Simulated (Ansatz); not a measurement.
(1) Predict a relaxed structure of the cluster Li₃N (the lowest singlet isomer of a short search), charge 0, singlet, at PBE0-D4/def2-TZVP (Ansatz).

Results:

(1) 
```csv
atom,x (Å),y (Å),z (Å)
Li1,-0.940,1.431,0.151
Li2,1.655,0.103,-0.451
Li3,-0.711,-1.533,0.315
N4,-0.004,-0.001,-0.015
```
Point group D3h (tolerance 0.1 Å). This is one stationary point.

The structure comes from a short search, and lower isomers may exist.
